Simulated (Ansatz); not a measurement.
Job for Ansatz (a program for electronic structure): R-CCSD(T)/aug-cc-pVTZ on C2H5Br (a complex). The run froze 16 orbitals, filled d shells among them.

Ansatz 0.2 input:
```yaml
crystal:
  periodic: [false, false, false]
  atoms:
    - {symbol: C, position_ang: [-0.14505955, -0.59116914, 0.32365369]}
    - {symbol: C, position_ang: [0.13863937, 0.68865879, 0.11543025]}
    - {symbol: H, position_ang: [0.63022878, -1.34672923, 0.36179590]}
    - {symbol: H, position_ang: [-1.16365290, -0.93312190, 0.46149653]}
    - {symbol: H, position_ang: [-0.63671769, 1.44398702, 0.07450053]}
    - {symbol: H, position_ang: [1.15687198, 1.03045478, -0.02518372]}
    - {symbol: Br, position_ang: [0.32594001, 0.59148946, 3.95813832]}
    - {symbol: H, position_ang: [0.20104868, 0.38467527, 2.54206106]}
basis:
  gaussian:
    orbitals: aug-cc-pVTZ
magnetization: {spin_polarized: false}
correlation: {method: ccsd_t, electrons: outside_noble_gas}
scf: {lower_state_search: off}
```

Program output:

```
WARN ansatz: RAYON_NUM_THREADS=2 ignored (pool sized by the plan → 2); use --threads N
Functional definition: HF
these checks for a lower state are left out or cut short: stability, starts, cluster_reference, orbital_swaps, neighbouring_geometries, increment
integrals: 1.93 GiB planned
1537 factors; integrals over basis functions are off by at most 8.0e-4 eV
mean field: 1.09 GiB planned
mean field evaluation 1: about -72138.4034 eV, gradient 2.7e1 eV
mean field evaluation 2: about -72138.4423 eV, gradient 2.7e1 eV
mean field evaluation 4: about -72140.4524 eV, gradient 2.3e0 eV
mean field evaluation 8: about -72140.4737 eV, gradient 4.1e-4 eV
mean field -72140.47368631 eV, -2651.1135094027 hartree, gradient 9.6e-7 eV, S^2 0.000000; 0 other end points of the search recorded, 0 dependent functions left out
16 core orbitals not correlated
reference -72140.47368631 eV, -2651.1135094027 hartree; 10, 10 occupied and 240, 240 virtual orbitals, 1537 factors
second order -14.23892166 eV of doubles, -0.00000000 eV of singles
coupled cluster: 2.37 GiB planned
cycle   1  -14.91869952 eV  change   -6.8e-1 eV  update   7.4e-2
cycle   2  -15.28823849 eV  change   -3.7e-1 eV  update   2.4e-2
cycle   3  -15.34211018 eV  change   -5.4e-2 eV  update   9.4e-3
cycle   4  -15.34072173 eV  change    1.4e-3 eV  update   2.8e-3
cycle   5  -15.34127046 eV  change   -5.5e-4 eV  update   8.0e-4
cycle   6  -15.34134962 eV  change   -7.9e-5 eV  update   2.4e-4
cycle   7  -15.34136488 eV  change   -1.5e-5 eV  update   6.4e-5
cycle   8  -15.34139504 eV  change   -3.0e-5 eV  update   2.1e-5
cycle   9  -15.34139815 eV  change   -3.1e-6 eV  update   6.2e-6
perturbative correction -0.63596471 eV, -0.0233712719 hartree
Total energy: -72156.45104917 eV, -2651.7006666577 hartree
Checks for a lower state left out: stability, starts, cluster_reference, orbital_swaps, neighbouring_geometries, increment
```

The calculation finished and met its thresholds.

Cost: about 5 core-minutes (a rough figure).
